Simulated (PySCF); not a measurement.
Basis-set dependence of BPb at MP2

PySCF, UHF reference; quartet, unpaired electrons σ ↑, π ↑↑; De to B + Pb without counterpoise correction. Frozen cores follow the default of each basis and core potential.

```
                     basis                           relativity  functions  Re (Å)  ωe (cm⁻¹)  De (eV)  frozen orbitals
        cc-pVDZ/cc-pVDZ-PP  scalar-relativistic core potentials         37   2.245        586     2.15                5
                  def2-SVP  scalar-relativistic core potentials         40   2.243        596     2.21                5
                 def2-SVPD  scalar-relativistic core potentials         52   2.243        594     2.26                5
aug-cc-pVDZ/aug-cc-pVDZ-PP  scalar-relativistic core potentials         55   2.245        582     2.21                5
        cc-pVTZ/cc-pVTZ-PP  scalar-relativistic core potentials         69   2.229        596     2.43                5
                def2-TZVPP  scalar-relativistic core potentials         81   2.230        589     2.41                5
```

Task: How does each smaller set differ from the one with most functions, def2-TZVPP?

Result: cc-pVDZ/cc-pVDZ-PP: +1.5 pm, -0.5 % in ωe, -0.26 eV in De; def2-SVP: +1.3 pm, +1.2 % in ωe, -0.20 eV in De; def2-SVPD: +1.3 pm, +0.8 % in ωe, -0.15 eV in De; aug-cc-pVDZ/aug-cc-pVDZ-PP: +1.5 pm, -1.2 % in ωe, -0.20 eV in De; cc-pVTZ/cc-pVTZ-PP: -0.1 pm, +1.2 % in ωe, +0.02 eV in De. All at MP2; the set with most functions is neither the basis-set limit nor always the best.

Correlated steps freeze 5 core orbitals. Correlated levels converge slowly with the basis: in double zeta they bind strong bonds too weakly, by up to about 1 eV, and carry superposition errors of some tenths. Spin–orbit coupling is left out, which matters for elements this heavy, above all for dissociation energies. The state is the lowest determinant that a PBE0 search found; another state may lie lower at other levels.
